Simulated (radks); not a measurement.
Results of a calculation; reference values are marked as such.
Task: Coherent X-ray form factor from a spherical all-electron density. Code: a radial shooting solver on a logarithmic mesh with Libxc functionals. Model: Dirac Kohn-Sham, PBE, spin-unpolarised, spherical densities, point nucleus.

| sin(theta)/lambda (1/angstrom) | f0 (electrons) |
|---|---|
| 0.05 | 70.743 |
| 0.1 | 67.770 |
| 0.15 | 64.282 |
| 0.2 | 60.781 |
| 0.25 | 57.337 |
| 0.3 | 53.964 |
| 0.4 | 47.635 |
| 0.5 | 42.119 |
| 0.6 | 37.430 |
| 0.8 | 29.988 |
| 1 | 24.514 |
| 1.25 | 19.887 |
| 1.5 | 17.010 |
| 2 | 13.476 |

The species is in the configuration that NIST lists as its ground one. Which atom or ion scatters so?

Result: Neutral hafnium, [Xe] 4f14 5d2 6s2. Extrapolating in s^2 from the first two rows gives f0(0) = 71.7, near the electron count 72; among species with that count, the fall with angle is slower the higher Z, and the table is that of Z = 72; from so few rows the species is fixed only to a neighbour or two.
